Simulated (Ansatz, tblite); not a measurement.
Removing and adding an electron: Ge(SH)H3 (GeH4S). Charge 0, multiplicity 1. Geometry: r2SCAN-D4/def2-TZVP. Ansatz, gas phase; energy differences of separate SCF runs; the oxidised species was run as a doublet alone; the reduced species was run as a doublet alone.

```csv
atom,x (Å),y (Å),z (Å)
Ge1,-0.1331,0.0933,-0.5321
S2,1.1612,-0.0643,1.2720
H3,0.1590,-0.4355,2.0860
H4,0.8111,0.5359,-1.6508
H5,-1.2358,1.1361,-0.3119
H6,-0.7623,-1.2655,-0.8633
```

The xTB rows come from tblite. Correlated methods freeze 14 core orbitals; core or outer-core shells of Ge are correlated, in sets that lack core-valence functions. In CCSD on the charge -1 doublet the largest single amplitude is 0.32, so its Hartree–Fock determinant may place the open shell otherwise than the density functionals do.

```
               level  −HOMO (eV)  vertical IE (eV)  −LUMO (eV)  vertical EA (eV)  HOMO–LUMO gap (eV)  IE − EA (eV)                                                      remarks
            GFN1-xTB       11.97             15.39        6.02                 –                5.95             –                                                            –
            GFN2-xTB       10.59             14.07        5.38              2.41                5.21         11.66                                                            –
       HF/def2-TZVPP           –              8.65           –                 –                   –             –                                                            –
    PBE-D4/def2-TZVP        6.08              9.50        0.91                 –                5.17             –                                                            –
   PBE-D4/def2-TZVPD        6.13                 –        1.14             -0.69                4.99             –                                 HOMO above zero (-1 doublet)
 r2SCAN-D4/def2-TZVP        6.36              9.56        0.60                 –                5.77             –                                                            –
r2SCAN-D4/def2-TZVPD        6.39                 –        0.73             -0.85                5.66             –                                 HOMO above zero (-1 doublet)
   PBE0-D4/def2-TZVP        7.32              9.62        0.00                 –                7.32             –                                                            –
  PBE0-D4/def2-TZVPD        7.35                 –        0.33             -0.85                7.02             –                                 HOMO above zero (-1 doublet)
      MP2/def2-TZVPP           –              9.77           –                 –                   –             –                                                            –
     CCSD/def2-TZVPD           –                 –           –             -1.13                   –             –  HOMO above zero (-1 doublet), large T1 (0.052) (-1 doublet)
     CCSD/def2-TZVPP           –              9.62           –                 –                   –             –                                                            –
  CCSD(T)/def2-TZVPD           –                 –           –             -1.08                   –             –  HOMO above zero (-1 doublet), large T1 (0.052) (-1 doublet)
  CCSD(T)/def2-TZVPP           –              9.68           –                 –                   –             –                                                            –
```

Run but left out: HF/def2-TZVPD, MP2/def2-TZVPD (charge -1 doublet: a determinant that CCSD turns far, T1 0.052).   A HOMO above zero means that the electron is unbound at that level or that self-interaction error raises the level; the energy of removing that electron tells which. Raw xTB energy differences between charge states are shifted by several eV; the methods need an empirical correction for them. A negative affinity means that the extra electron isn't bound; its size then hangs on the basis.
